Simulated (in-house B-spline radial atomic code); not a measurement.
BSE on G0W0@HF excitations of Zr4+

Method: BSE on G0W0@HF. Computed with a B-spline radial code for spherical atoms: linear response of the closed shell [Ar] 3d10 4s2 4p6 with a statically screened interaction on G0W0 levels; scalar-relativistic (spin-free one-electron X2C), finite nucleus, no spin-orbit coupling, no double excitations, S, P, D and F terms only; shells from n = 2 respond. Only terms of natural parity with L up to 3 were computed.

Command:
```bash
python run_td.py task.json out
```
Settings (radii: box in bohr, nucleus in fm):
```
Z                        40
electrons                36
configuration            [Ar] 3d10 4s2 4p6
hamiltonian              x2c
method                   bse
box_radius               19.1
rms_radius               4.2694
intervals                71
```

Run time, properties included: 2.6 s on 1 thread of Intel(R) Xeon(R) Platinum 8488C (Sapphire Rapids), on a shared host.

The lowest states, in the order of their Tamm-Dancoff energies; the method's threshold (minus the highest G0W0 level) is 81.35 eV. Labels give the largest channel, * marks a mixed state, and oscillator strengths are full-response dipole values. Energies in eV:

| state | full response | Tamm-Dancoff | oscillator strength |
| --- | --- | --- | --- |
| 4p → 4d 3P | 30.75 | 30.82 | - |
| 4p → 4d 3F | ? | ? | - |
| 4p → 4d 1F | ? | ? | - |
| 4p → 5s 3P | 41.25 | 41.26 | - |

Problem. Where does 4p → 4d 1F lie?

Solution. At 33.93 eV in full response, 33.95 eV in Tamm-Dancoff.

Problem. Where does 4p → 4d 3F lie?

Solution. At 31.46 eV in full response, 31.61 eV in Tamm-Dancoff.

Problem. How large is the singlet-triplet splitting of 4p → 4d (F terms) in Tamm-Dancoff?

Solution. 2.34 eV, from the unrounded values.

Problem. What polarisabilities and dispersion coefficient does the method give?

Solution. Dipole 2.925 bohr³, quadrupole 5.659 bohr⁵, C6 10.47 hartree·bohr⁶ for two such species.
